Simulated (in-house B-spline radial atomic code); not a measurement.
# Ionising Ag4+ with different functionals

Computed with an all-electron radial atomic-structure program (B-spline basis): non-relativistic Hamiltonian, point nucleus, spin-polarised at highest spin, spherical fractional occupations for the functionals, the average over the highest-spin determinants for Hartree-Fock. The ionisation energy is the difference of two self-consistent energies, [Kr] 4d7 → [Kr] 4d6, without Breit or QED terms; ε is the level of the shell that loses the electron (its least bound occupied spin orbital). There is no spin-orbit coupling in this Hamiltonian.

Hybrids are left out here: with spherical fractional occupations of an open shell their exact exchange keeps a self-interaction that integer-occupation calculations don't have.

```csv
method,rung,ΔSCF (eV),-ε(4d) (eV)
Hartree-Fock,Hartree-Fock,65.40,66.80
LDA VWN5,LDA,67.74,59.45
LDA PW92,LDA,67.73,59.44
LDA exchange-only,LDA,65.64,57.44
PBE,GGA,67.37,59.10
PBEsol,GGA,?,?
BLYP,GGA,67.26,58.98
RPBE,GGA,67.30,59.03
PW91,GGA,67.48,59.20
BP86,GGA,67.48,59.21
AM05,GGA,67.43,59.15
OLYP,GGA,67.55,59.25
TPSS,meta-GGA,67.20,58.95
SCAN,meta-GGA,66.96,58.85
r2SCAN,meta-GGA,66.97,58.86
M06-L,meta-GGA,67.02,58.84
revTPSS,meta-GGA,?,?
```

What does PBEsol give?

ΔSCF 67.37 eV, and -ε(4d) = 59.10 eV.

What does revTPSS give?

ΔSCF 67.11 eV, and -ε(4d) = 58.87 eV.

How do they compare with the NIST value?

NIST lists 65 eV ± 1.9 (tabulated theory, ground level to ground level). Errors run from +0.40 to +2.74 eV; all lie within about twice that uncertainty, so the table can't rank the methods. Hartree-Fock also lacks correlation.
